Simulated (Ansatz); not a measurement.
Frontier orbitals of FH₉O₁₂Si₃Sn (`O[Si](O)(O)[O][Sn]([F])([O][Si](O)(O)O)[O][Si](O)(O)O`).

Cartesian coordinates in Å:
```
O 2.379 1.824 0.177
Si 1.562 2.452 -1.100
O 0.736 3.714 -0.490
O 2.571 2.930 -2.276
O 0.594 1.299 -1.731
Sn -0.933 0.365 -1.025
F -2.428 1.267 -1.757
O -1.012 -1.474 -1.576
Si -1.493 -2.711 -0.610
O -1.646 -4.054 -1.499
O -2.915 -2.381 0.113
O -0.376 -2.963 0.561
O -1.130 0.417 0.903
Si 0.139 -0.068 1.827
O 1.273 -0.631 0.779
O -0.325 -1.199 2.884
O 0.804 1.203 2.608
H 2.135 2.157 1.049
H 0.368 4.355 -1.099
H 2.681 2.348 -3.029
H -2.301 -4.061 -2.198
H -2.930 -1.718 0.806
H 0.518 -2.660 0.368
H 1.938 0.029 0.517
H -0.520 -2.054 2.479
H 0.310 1.612 3.320
```

Charge 0, multiplicity 1. Correlated methods include outer-core shells of Sn, which these sets cover unevenly. Sn takes the def2 core potential. Geometry: relaxed with PBE0-D4/def2-TZVP. It is one conformer, not always the lowest. Basis def2-TZVPP, Ansatz.

```
functional  HOMO (eV)  LUMO (eV)  gap (eV)
       PBE      -7.53      -3.15      4.38
      PBE0      -9.30      -2.19      7.11
 CAM-B3LYP     -10.81      -1.22      9.59
   ωB97X-V     -11.82      -0.03     11.79
   ωB97M-V     -11.75      -0.21     11.54
```

From PBE to PBE0 the HOMO moves by −1.77 eV and the LUMO by +0.96 eV, and with ωB97M-V by −4.22 and +2.93 eV, so the gap grows from 4.38 to 11.54 eV with exact exchange.
